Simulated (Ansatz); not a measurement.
Calculated with Ansatz (gas phase, PBE0-D4/def2-TZVP geometries, no zero-point term in ΔE). CCSD(T)/CBS adds triple-zeta CCSD(T) − MP2 to the extrapolated MP2 energy (def2 sets, frozen cores). This one scheme is used for every species. DFT in def2-TZVPP. B3LYP here is the variant with VWN-RPA as its local correlation; programs differ in this. For Ga outer-core shells are correlated without core-valence functions, which leaves a few kJ/mol of doubt a bond. Scalar relativity is left out up to krypton. One conformer a species, not always the lowest.

Reaction (substitution at a C–Si bond): `C[Si]SC` + `[SH][GaH2]` → `C[S][GaH2]` + `CS[SiH]`

`C[Si]SC`:

Z-matrix (Å, degrees):
```
C
Si 1 1.903
H 1 1.091 2 116.5
H 1 1.096 2 108.4 3 -123.2
H 1 1.097 2 108.0 3 122.6
S 2 2.108 1 96.6 3 -2.5
C 6 1.812 2 103.4 1 -179.7
H 7 1.091 6 110.3 2 -0.2
H 7 1.090 6 109.0 2 -120.6
H 7 1.090 6 109.1 2 120.2
```

`[SH][GaH2]`:

Z-matrix (Å, degrees):
```
Ga
S 1 2.199
H 1 1.559 2 115.2
H 1 1.560 2 118.1 3 -180.0
H 2 1.343 1 95.0 3 180.0
```

`C[S][GaH2]`:

```xyz
8

C    -1.272    0.528   -0.158
S     0.188    0.913    0.854
Ga    1.630   -0.614    0.255
H    -2.113    0.318    0.502
H    -1.097   -0.334   -0.800
H    -1.511    1.393   -0.776
H     1.150   -1.636   -0.829
H     3.025   -0.570    0.950
```

`CS[SiH]`:

Z-matrix (Å, degrees):
```
C
S 1 1.812
H 1 1.090 2 110.6
H 1 1.090 2 108.9 3 -120.6
H 1 1.090 2 108.9 3 120.6
Si 2 2.094 1 103.9 3 -0.0
H 6 1.525 2 89.2 1 -180.0
```

Task: Is it downhill or uphill in electronic energy at CCSD(T)/CBS, and by how much? (An estimate is asked.)

Result: Computed: Uphill: ΔE = +13.3 kcal/mol.

Task: What do these levels give: B3LYP-D4, B2PLYP, PBE, r2SCAN, PBE0, HF/def2-TZVPP, SCS-MP2/def2-TZVPP, CCSD/def2-TZVPP, CCSD(T)/def2-TZVPP, MP2/def2-QZVPP, SCS-MP2/def2-QZVPP, MP2/CBS(def2)? (Best estimate.)

Result: Ansatz gave: B3LYP-D4 12.8, B2PLYP 13.2, PBE 12.6, r2SCAN 13.6, PBE0 13.3, HF/def2-TZVPP 13.3, SCS-MP2/def2-TZVPP 13.4, CCSD/def2-TZVPP 13.7, CCSD(T)/def2-TZVPP 13.5, MP2/def2-QZVPP 14.1, SCS-MP2/def2-QZVPP 13.4, MP2/CBS(def2) 14.0 kcal/mol.

Largest T1 diagnostic among the species: 0.016.
